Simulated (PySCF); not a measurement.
CHO₂, SMILES [O][C]O (connectivity only; charge and spin as stated), neutral, multiplicity 2. Coordinates come from a B3LYP-D3(BJ)/def2-TZVP optimisation. The values are those of a single conformer.

The numbers are results of B3LYP-D3(BJ)/def2-TZVP (PySCF), not measurements.

Harmonic wavenumbers (cm⁻¹): 545, 622, 1084, 1237, 1902, 3774. Rotational constants (GHz): 167.5, 11.50, 10.76; symmetry number 1.

Q: Work out the zero-point energy and the ideal-gas rigid-rotor harmonic-oscillator thermochemistry at 298.15 K and 1 atm.

A: ZPE = ½ Σ hcν = ½ × 9164 cm⁻¹ = 13.10 kcal/mol. H − E(el) = 15.71 kcal/mol. Entropy in cal/(mol K): translation 37.34, rotation 20.28, vibration 1.07, spin 1.38, total 60.07. G − E(el) = -2.20 kcal/mol. Cp = 10.58 cal/(mol K).
